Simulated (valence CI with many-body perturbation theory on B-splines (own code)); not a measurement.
**Level structure of Yb48+**

Calculated by relativistic CI+MBPT: four valence electrons over a frozen Dirac-Fock core [Ar], radial functions for each j: 9 s, 9 p, 10 d, 8 f, 5 g, 3 h, 1 i, with the one-electron correlation potential Σ1, the two-electron term Σ2, the three-electron term Σ3, Breit, model QED; selected CI, second order for the rest (own B-spline code, finite nucleus).

No measured spectrum was set against this ion. As an estimate, large intervals hold to a few tenths of a per cent, small ones and those within an open d or f shell to about a per cent. The list stops below the first excitations out of the core. Only levels of the ground parity were solved; by the run's estimate the other parity begins above the list, which can be wrong where configurations are misplaced.

Levels 1 to 31 of 31, with energies above the lowest level, (3d3/2^4) J=0. "Leading %" is the weight of the configuration and term that name the level; weights of strongly mixed levels are sums over their largest components and can fall short. In the jj column 3d3/2^4 stands for four electrons in 3d with j = 3/2. Lifetimes count E1, E2, E3, M1 and M2 decay at the calculated energies, and are blank where another channel may lead or the interval is too uncertain; long ones can be off by a factor of two.

```csv
No.,Configuration,Term,J,E (eV),Leading %,g,Lifetime,Leading jj
1,3d4,3P,0,0.00,60,,,3d3/2^4 (99 %)
2,3d4,5D,1,47.67,59,1.491,703 ns,3d3/2^3 3d5/2 (99 %)
3,3d4,3F,4,58.93,29,1.067,,3d3/2^3 3d5/2 (98 %)
4,3d4,5D,2,61.16,38,1.215,46.1 μs,3d3/2^3 3d5/2 (92 %)
5,3d4,3F,3,64.50,30,1.129,,3d3/2^3 3d5/2 (94 %)
6,3d4,5D,0,103.49,66,,268 ns,3d3/2^2 3d5/2^2 (98 %)
7,3d4,5D,2,104.54,49,1.247,392 ns,3d3/2^2 3d5/2^2 (94 %)
8,3d4,3H,4,106.17,40,1.144,687 ns,3d3/2^2 3d5/2^2 (98 %)
9,3d4,5D,3,108.05,49,1.165,698 ns,3d3/2^2 3d5/2^2 (93 %)
10,3d4,3H,5,111.70,67,1.078,1.37 μs,3d3/2^2 3d5/2^2 (100 %)
11,3d4,1I,6,114.41,52,1.070,,3d3/2^2 3d5/2^2 (99 %)
12,3d4,3P,1,116.02,42,1.088,656 ns,3d3/2^2 3d5/2^2 (96 %)
13,3d4,3F,3,119.44,44,1.073,975 ns,3d3/2^2 3d5/2^2 (97 %)
14,3d4,3G,4,119.57,55,1.028,3.47 μs,3d3/2^2 3d5/2^2 (98 %)
15,3d4,3D,2,121.28,32,1.084,2.27 μs,3d3/2^2 3d5/2^2 (97 %)
16,3d4,3F,2,132.92,50,0.977,494 ns,3d3/2^2 3d5/2^2 (96 %)
17,3d4,3F,4,137.81,66,1.187,1.72 μs,3d3/2^2 3d5/2^2 (96 %)
18,3d4,1D,2,149.15,39,1.144,6.51 μs,3d3/2^2 3d5/2^2 (93 %)
19,3d4,3P,0,162.38,60,,1.06 μs,3d3/2^2 3d5/2^2 (75 %)
20,3d4,5D,4,162.64,36,1.153,310 ns,3d3/2 3d5/2^3 (94 %)
21,3d4,3F,3,163.79,44,1.181,275 ns,3d3/2 3d5/2^3 (97 %)
22,3d4,3D,1,168.56,52,0.975,218 ns,3d3/2 3d5/2^3 (97 %)
23,3d4,3G,5,169.17,67,1.135,561 ns,3d3/2 3d5/2^3 (100 %)
24,3d4,3H,6,169.85,52,1.077,666 ns,3d3/2 3d5/2^3 (99 %)
25,3d4,3F,2,177.04,47,1.059,336 ns,3d3/2 3d5/2^3 (94 %)
26,3d4,3D,3,178.92,37,1.087,465 ns,3d3/2 3d5/2^3 (98 %)
27,3d4,1S,0,187.20,78,,656 ns,3d3/2 3d5/2^3 (70 %)
28,3d4,3F,3,192.77,65,1.055,549 ns,3d3/2 3d5/2^3 (100 %)
29,3d4,3P,1,193.27,90,1.408,374 ns,3d3/2 3d5/2^3 (98 %)
30,3d4,1G,4,193.60,67,1.044,455 ns,3d3/2 3d5/2^3 (97 %)
31,3d4,1D,2,197.54,64,1.107,519 ns,3d3/2 3d5/2^3 (87 %)
```

The ionisation energy to 3d3 4F_3/2 of the next ion comes out as 4238.5 eV (NIST: 4238 ± 4 eV (theoretical)). All 31 levels together are meant to be complete up to 222.92 eV.
